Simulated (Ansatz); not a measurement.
## Which isomer of BFH5NSi gives these data?

These gas-phase data were calculated for one isomer of BFH5NSi at B3LYP-D3(BJ)/6-311G** (harmonic, unscaled wavenumbers; equilibrium rotational constants with average atomic masses):

| Property | Result |
| --- | --- |
| rotational constants | 14.77, 3.398, 3.182 GHz |
| all wavenumbers above 1500 cm⁻¹ | 3562, 2657, 2577, 2306, 2272 |
| dipole moment | 1.61 D (PBE0/def2-TZVPD) |

Candidates:

(1) `BN[SiH2]F`, a singlet
(2) `FBN[SiH3]`, a singlet

Question: Assign the data to one candidate and say why.

Answer: Candidate (1). 2 modes lie between 2350 and 2900 cm⁻¹, one for each B–H bond, while (2) has 1.

The same quantities for all candidates:

|  | rotational constants (GHz) | wavenumbers above 1500 cm⁻¹ | dipole (D) | E above the lowest, B3LYP-D3(BJ)/6-311G** (kcal/mol) |
| --- | --- | --- | --- | --- |
| (1) | 14.77, 3.398, 3.182 | 3562, 2657, 2577, 2306, 2272 | 1.61 | 1.3 |
| (2) | 33.48, 2.33, 2.234 | 3553, 2650, 2270, 2236, 2230 | 1.73 | 0.0 |

Harmonic stretches to hydrogen usually lie a few per cent above observed fundamentals. Each candidate is one conformer. Programs: Ansatz 0.2.0.
